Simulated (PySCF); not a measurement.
State search for CaBr

Unrestricted PBE0; Ca def2-SVP, Br def2-SVP; no relativity (PySCF 2.14). Outer shells of the fragments: Ca 4s2; Br 3d10 4s2 4p5.

Followed along the bond (rough minima from three points):

```json
{"2Ms+1": "2", "unpaired": "σ ↑", "⟨S²⟩ at the start": "0.75", "R at minimum (Å)": "2.59", "Te (eV)": "0.00"}
{"2Ms+1": "4", "unpaired": "σ ↑, π ↑↑", "⟨S²⟩ at the start": "3.75", "R at minimum (Å)": "none in the scan", "Te (eV)": "≤ 5.85"}
```

Solutions found at the starting distance of 2.705 Å, counted from the lowest of them; the search is not exhaustive and high or unbound solutions are not listed, so other states can lie among these:

```tsv
2Ms+1	unpaired	term	E (eV)	⟨S²⟩	⟨Lz²⟩	μ (D)
2	σ ↑	²Σ⁺	0.00	0.75	0.00	-4.95
2	π ↑	²Π	1.88	0.75	1.00	-5.24
2	δ ↑	²Δ	2.09	0.75	4.00	-8.66
4	σ ↑, π ↑↑	mixed	6.04	3.75	2.01	0.25
4	σ ↑, π ↑, δ ↑	not assigned	6.08	3.75	3.93	3.61
4	σ ↑, π ↑, δ ↑	mixed	6.09	3.75	5.00	2.54
4	σ ↑, π ↑↑	mixed	6.21	3.75	2.01	3.83
4	σ ↑↑, π ↑	⁴Π	6.23	3.75	1.02	6.09
```

A term symbol is given only where ⟨S²⟩ and ⟨Lz²⟩ are close to those of a pure state; real π, δ and φ orbitals otherwise mix terms. A positive dipole means Ca(−)Br(+).

Spin–orbit coupling is left out. Counting both spins, an empty level lies below a filled one in some of these solutions, because spin and occupation are held.
